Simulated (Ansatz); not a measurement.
The cluster MnO2⁻. Charge -1, multiplicity 1. Geometry PBE0-D4/def2-TZVPD.

| atom | x (Å) | y (Å) | z (Å) |
| --- | --- | --- | --- |
| Mn1 | 0.285 | -0.923 | -0.498 |
| O2 | 0.334 | 0.344 | 0.739 |
| O3 | -0.619 | 0.579 | -0.240 |

B3LYP takes the VWN-RPA correlation. HSE06 is defined as in plane-wave codes, on full-range PBE exchange. The structure holds 1 bond(s) between oxygen atoms. The restricted singlet is unstable towards broken spin symmetry in Hartree–Fock (as tested in another run); at PBE-D4/def2-TZVPD, r2SCAN-D4/def2-TZVPD, B3LYP-D4/def2-TZVPD, PBE0-D4/def2-TZVPD and others this wasn't settled. At PBE-D4/def2-TZVPD, r2SCAN-D4/def2-TZVPD, B3LYP-D4/def2-TZVPD, PBE0-D4/def2-TZVPD and others the highest occupied level of the charge -1 singlet lies above zero (up to 1.74 eV). The electron is either unbound and held by the finite basis, or the level is raised by self-interaction error. No other spin state of charge -1 was run. Another isomer (quintet) lies 6.00 eV lower at PBE0-D4/def2-TZVPD; other spin states weren't run for this one.

Q: Estimate the orbital energies around the gap (eV) in Ansatz with PBE-D4/def2-TZVPD, r2SCAN-D4/def2-TZVPD, B3LYP-D4/def2-TZVPD, PBE0-D4/def2-TZVPD, HSE06-D4/def2-TZVPD.

A: 
| orbital | PBE-D4/def2-TZVPD | r2SCAN-D4/def2-TZVPD | B3LYP-D4/def2-TZVPD | PBE0-D4/def2-TZVPD | HSE06-D4/def2-TZVPD |
| --- | --- | --- | --- | --- | --- |
| HOMO−9 | -22.85 | -24.03 | -24.75 | -25.49 | -25.08 |
| HOMO−8 | -14.53 | -15.54 | -16.21 | -16.80 | -16.40 |
| HOMO−7 | -6.19 | -6.40 | -6.95 | -7.27 | -6.87 |
| HOMO−6 | -5.65 | -5.91 | -6.60 | -6.95 | -6.54 |
| HOMO−5 | -5.16 | -5.46 | -6.28 | -6.65 | -6.24 |
| HOMO−4 | -2.22 | -2.37 | -3.01 | -3.26 | -2.86 |
| HOMO−3 | -0.57 | -0.63 | -1.32 | -1.52 | -1.12 |
| HOMO−2 | 1.27 | 0.65 | -0.99 | -1.41 | -1.00 |
| HOMO−1 | 1.31 | 1.12 | -0.31 | -0.72 | -0.31 |
| HOMO | 1.74 | 1.25 | 0.57 | 0.42 | 0.81 |
| LUMO | 1.78 | 2.02 | 2.76 | 2.95 | 2.59 |
| LUMO+1 | 2.13 | 2.20 | 3.05 | 3.22 | 2.89 |
| LUMO+2 | 2.43 | 2.53 | 3.10 | 3.41 | 3.01 |
| LUMO+3 | 3.49 | 3.72 | 3.74 | 3.85 | 3.54 |
| LUMO+4 | 3.72 | 4.18 | 4.19 | 4.36 | 4.09 |
| LUMO+5 | 3.83 | 4.39 | 4.33 | 4.56 | 4.23 |
